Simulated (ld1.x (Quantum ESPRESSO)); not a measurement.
Mn (Z = 25), ultrasoft: configuration errors across variants

Mn (Z = 25), ultrasoft, made with ld1.x (Quantum ESPRESSO) 7.5 (LDA (PZ), scalar-relativistic). Core [Ar], reference 3d5 4s2 4p0. Waves: 4s (bound): rcut 2.05, rcutus 2.20 bohr; 4s channel at 0.75 Ry: rcut 2.05, rcutus 2.20 bohr; 4p (bound, empty): rcut 2.50, rcutus 3.10 bohr; 4p channel at 2.1 Ry: rcut 2.50, rcutus 3.10 bohr; 3d (bound): rcut 1.25, rcutus 1.45 bohr; 3d channel at 1.05 Ry: rcut 1.25, rcutus 1.45 bohr. Local part: all-electron potential smoothed inside 3.10 bohr (lloc = -2). Core correction: Bessel-smoothed model core inside 1.20 bohr. Augmentation charge: built from norm-conserving waves at rcut, not smoothed further.

All-electron excitation energies from the reference (eV): (1) 3d5 4s1 4p0 8.654; (2) 3d5 4s0 4p0 24.531; (3) 3d4 4s0 4p0 57.342; (4) 3d4 4s2 4p0 13.448; (5) 3d5 4s0 4p2 8.081; (6) 3d6 4s0 4p0 7.024.

The overlap operator is not positive definite (basis up to 400 Ry) in “waves 4s (bound): rcut 2.05, rcutus 2.42 bohr; 4s channel at 0.75 Ry: rcut 2.05, rcutus 2.42 bohr”. Such files are unfit for use, however small their errors in these radial tests.

Tests that are not counted but printed errors over 1 eV. “base”: 3d6 4s1 4p0 (solver errors, printed error -407 eV).

4 further variants failed, have other tests or too few solved ones, and are left out.

Errors AE − PS in meV (a dash: test not solved or not reliable):

| change | (1) | (2) | (3) | (4) | (5) | (6) | bound ghosts |
| --- | --- | --- | --- | --- | --- | --- | --- |
| base | -8.7 | -52 | -202 | -236 | -12 | -232 | none |
| waves 4s (bound): rcut 2.05, rcutus 2.28 bohr; 4s channel at 0.75 Ry: rcut 2.05, rcutus 2.28 bohr | -8.7 | -52 | -202 | -228 | -12 | -232 | none |
| waves 4s (bound): rcut 2.05, rcutus 2.42 bohr; 4s channel at 0.75 Ry: rcut 2.05, rcutus 2.42 bohr | -8.8 | -52 | -202 | – | – | – | not determined (overlap not positive) |
| waves 4s (bound): rcut 2.05, rcutus 2.92 bohr; 4s channel at 0.75 Ry: rcut 2.05, rcutus 2.92 bohr | -8.6 | -52 | -202 | -218 | -12 | -232 | none |
| waves 4s (bound): rcut 2.05, rcutus 3.04 bohr; 4s channel at 0.75 Ry: rcut 2.05, rcutus 3.04 bohr | -8.6 | -52 | -202 | -214 | -12 | -232 | none |
| waves 4s (bound): rcut 2.05, rcutus 3.36 bohr; 4s channel at 0.75 Ry: rcut 2.05, rcutus 3.36 bohr | -8.5 | -52 | -202 | -198 | – | – | none |

Question: Give the same row for: waves 4s (bound): rcut 2.05, rcutus 2.70 bohr; 4s channel at 0.75 Ry: rcut 2.05, rcutus 2.70 bohr.

Answer: -8.6, -52, -202, -232, -12, -232; bound ghosts: none.
